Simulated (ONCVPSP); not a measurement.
# Building the ONCV potential for carbon (C) (PBE, non-relativistic).

```json
{
 "Element": "C",
 "Generator": "ONCVPSP 4.0.1",
 "Type": "optimised norm-conserving Vanderbilt (ONCV)",
 "Functional": "PBE",
 "Relativity": "non-relativistic",
 "Frozen core": "[He]",
 "Valence charge": "4",
 "Reference configuration": "2s2 2p2",
 "Partial waves": "2s: rc 1.35 bohr, ncon 5, nbas 8, qcut 4.9 1/bohr, 2 projectors, debl 2.6 Ha; 2p: rc 2.40 bohr, ncon 4, nbas 7, qcut 6.9 1/bohr, 2 projectors, debl 3.8 Ha; d scattering state at 0.22 Ha: rc 2.15 bohr, ncon 4, nbas 7, qcut 4 1/bohr, 3 projectors, debl 3.9 Ha",
 "Local potential": "polynomial inside 1.35 bohr (lpopt 5, dvloc0 0 Ha)",
 "Core correction": "none"
}
```

- Cutoffs needed: 38 Ha and 81 Ha (the cutoffs (Ha) at which the residual kinetic energy of the hardest occupied pseudo-wave falls to 1 and 0.1 mHa per electron)
- Ghost test: no bound ghost flagged; no localised positive-energy state flagged
- Largest excitation error: +863 meV (all-electron minus pseudo) for 2s1 2p0, out of 4 test configurations
